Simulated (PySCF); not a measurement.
A side-by-side comparison of computed properties.

First species: C6H9O2P.
Cartesian coordinates in Å at the PBE0-D3(BJ)/def2-SVP level; atoms count from 1:
```xyz
18
C6H9O2P angstrom
C      2.749   -0.346    1.133
C      1.921   -0.276    0.248
P      0.760   -0.191   -1.102
O      1.366   -0.374   -2.452
C     -0.100    1.383   -0.798
C     -0.897    1.366    0.506
O     -1.825    0.318    0.559
C     -1.250   -0.955    0.666
C     -0.522   -1.384   -0.608
H      3.488   -0.409    1.914
H      0.639    2.199   -0.812
H     -0.771    1.523   -1.662
H     -1.472    2.299    0.603
H     -0.203    1.314    1.369
H     -2.073   -1.654    0.878
H     -0.552   -0.994    1.527
H     -1.223   -1.430   -1.458
H     -0.061   -2.378   -0.498
```

Second species: SiCl3(NHMe), CH4Cl3NSi.
Cartesian coordinates in Å at the PBE0-D3(BJ)/def2-SVP level; atoms count from 1:
```
atom  x, y, z in Å
Si1    0.5431    0.8905    0.8359
Cl2    0.4962    0.9101    2.8818
Cl3    2.4934    0.9205    0.1963
Cl4   -0.2998    2.6106    0.0982
N5    -0.2856   -0.4902    0.3236
C6    -0.5058   -0.8775   -1.0508
H7    -0.6337   -1.1249    1.0324
H8    -1.5792   -0.9640   -1.2886
H9    -0.0875   -0.1169   -1.7264
H10   -0.0165   -1.8349   -1.2979
```

Levels: B3LYP/def2-SVPD for HOMO energy, LUMO energy, HOMO–LUMO gap and static isotropic polarisability; TDDFT B3LYP/def2-SVPD for lowest singlet excitation; TDA B3LYP/def2-SVPD for lowest triplet excitation (Tamm–Dancoff). Geometries: PBE0-D3(BJ)/def2-SVP. Each species is one conformer at its optimised geometry, gas phase, non-relativistic unless stated. Electronic properties by PySCF.

```
                                property  column X  column Y
                             HOMO energy  -7.55 eV  -7.46 eV
                             LUMO energy  -0.77 eV  -0.57 eV
                           HOMO–LUMO gap   6.78 eV   6.89 eV
               lowest singlet excitation   5.69 eV   5.94 eV
lowest triplet excitation (Tamm–Dancoff)   4.94 eV   5.71 eV
         static isotropic polarisability   96.1 au   85.4 au
```

(1) Which column belongs to which species?

(2) How does each property change from the first species to the second?

## Answers

(1) Column X is the first species and column Y the second. The first has 18 atoms and 76 electrons, the second 10 and 82.

(2) HOMO energy +0.09 eV; LUMO energy +0.20 eV; HOMO–LUMO gap +0.11 eV; lowest singlet excitation +0.25 eV; lowest triplet excitation (Tamm–Dancoff) +0.77 eV; static isotropic polarisability -10.7 au.

On the first: The polarisability is 14.24 Å³ as a volume (1 au = 0.148185 Å³), or 1.26 au for each of the 76 electrons. The vertical singlet–triplet gap S1 − T1 is 0.75 eV (TDDFT singlet less Tamm–Dancoff triplet).

On the second: No computed singlet falls in the visible range (750 to 380 nm, 1.65 to 3.26 eV); S1 lies 2.68 eV above its blue end. The vertical singlet–triplet gap S1 − T1 is 0.23 eV (TDDFT singlet less Tamm–Dancoff triplet; S1: HOMO→LUMO, weight 0.98; T1: HOMO→LUMO, weight 0.93).
